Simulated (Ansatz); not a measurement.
Si2Au⁺. Charge 1, multiplicity 3. Geometry PBE-D4/def2-TZVP, that of the neutral doublet.

```xyz
3

Au   -0.118    1.372    0.353
Si    0.538   -0.896    0.803
Si   -0.420   -0.476   -1.155
```

In the def2 sets Au takes a core potential; there is no spin–orbit coupling. The structure comes from a short search, and lower isomers may exist.

(1) Estimate the α-spin orbital energies around the gap (eV) in Ansatz with PBE-D4/def2-TZVP, r2SCAN-D4/def2-TZVP, PBE0-D4/def2-TZVP.

Answers

(1) 
```
orbital  PBE-D4/def2-TZVP  r2SCAN-D4/def2-TZVP  PBE0-D4/def2-TZVP
 HOMO−5            -13.99               -14.30             -15.46
 HOMO−4            -13.83               -14.16             -15.37
 HOMO−3            -13.72               -13.99             -14.94
 HOMO−2            -12.71               -12.87             -13.55
 HOMO−1            -11.17               -11.41             -12.19
   HOMO            -11.09               -11.36             -11.95
   LUMO             -8.49                -8.32              -7.59
 LUMO+1             -8.36                -8.26              -7.58
 LUMO+2             -8.34                -8.17              -7.58
 LUMO+3             -5.08                -4.69              -4.40
 LUMO+4             -5.00                -4.62              -4.12
 LUMO+5             -3.64                -3.13              -2.95
 β HOMO            -12.52               -12.75             -13.30
 β LUMO             -9.97                -9.74              -9.09
```
